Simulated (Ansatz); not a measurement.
A run of Ansatz (development build ahead of 0.2.0) on doublet Br at this shape:

A single Br atom.

Its results:

```yaml
Converged: yes
Reference_energy: -2572.36719 hartree
Correlation_energy: -0.11781 hartree
Total_energy: -2572.48500 hartree
Spin_squared_of_the_determinant: 0.750
```

Task: Which input gives this output? Name the method, the orbitals and the basis set, and write the input.

Result: ROHF-MP2 in aug-cc-pVDZ.

```yaml
crystal:
  periodic: [false, false, false]
  atoms:
    - { symbol: Br, position_ang: [0.0, 0.0, 0.0] }
basis:
  gaussian: { orbitals: aug-cc-pVDZ }
magnetization:
  initial_magnetization: 1
hamiltonian:
  xc: hf
correlation:
  method: mp2
  frozen_orbitals: { Br: 9 }
```
